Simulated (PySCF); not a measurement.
Species: cyclohexanone, C6H10O.
Bonds: O1–C2 (double), C2–C3, C3–C4, C4–C5, C5–C6, C6–C7, C2–C7. Hydrogens: H8, H9 on C3; H10, H11 on C4; H12, H13 on C5; H14, H15 on C6; H16, H17 on C7.

The calculation used PBE0-D3(BJ)/def2-TZVP geometry optimisation, gas phase (PySCF 2.14.0).

(1) What internal coordinates does the optimisation give?

## Answers

(1) 
| bond | length (bohr) | order |
| --- | --- | --- |
| O1=C2 | 2.280 | double |
| C2–C3, C2–C7 | 2.853 | single |
| C3–C4, C6–C7 | 2.890 | single |
| C4–C5, C5–C6 | 2.874 | single |
| C3–H8 and 3 like bonds | 2.068 | single |
| C4–H10 and 3 like bonds | 2.068 | single |
| C5–H12, C5–H13 | 2.070 | single |

Bonds in one row agree within 0.02 bohr and their mean is given. Orders are formal, as drawn. A selection of angles:
| angle | degrees |
| --- | --- |
| O1–C2–C3 | 122.5 |
| C3–C2–C7 | 115.0 |
| C2–C3–C4 | 111.7 |
| C2–C3–H8 | 107.2 |
| C2–C3–H9 | 108.6 |
| C4–C3–H8 | 109.0 |
| C4–C3–H9 | 112.3 |
| H8–C3–H9 | 107.8 |
| C3–C4–C5 | 111.5 |
| C3–C4–H10 | 109.6 |
| C5–C4–H10 | 110.8 |
| C5–C4–H11 | 109.2 |
| H10–C4–H11 | 106.5 |
| C4–C5–C6 | 111.0 |
| C4–C5–H12 | 110.1 |
| H12–C5–H13 | 106.6 |

Dihedral angles: O1–C2–C3–C4 130° (anticlinal); C2–C3–C4–C5 52° (synclinal); C3–C4–C5–C6 -57° (synclinal); C4–C5–C6–C7 57° (synclinal); C5–C6–C7–C2 -53° (synclinal); O1–C2–C7–C6 -130° (anticlinal).

The 6-membered ring C2–C3–C4–C5–C6–C7 has internal angles of 111.0° to 115.0°; it is puckered, 0.22 Å rms from its mean plane, widest ring torsion 57°.

Point group: Cs (every atom within 0.08 Å of its image). Not checked by PBE0-D3(BJ)/def2-TZVP frequencies. One conformer, not necessarily the lowest.
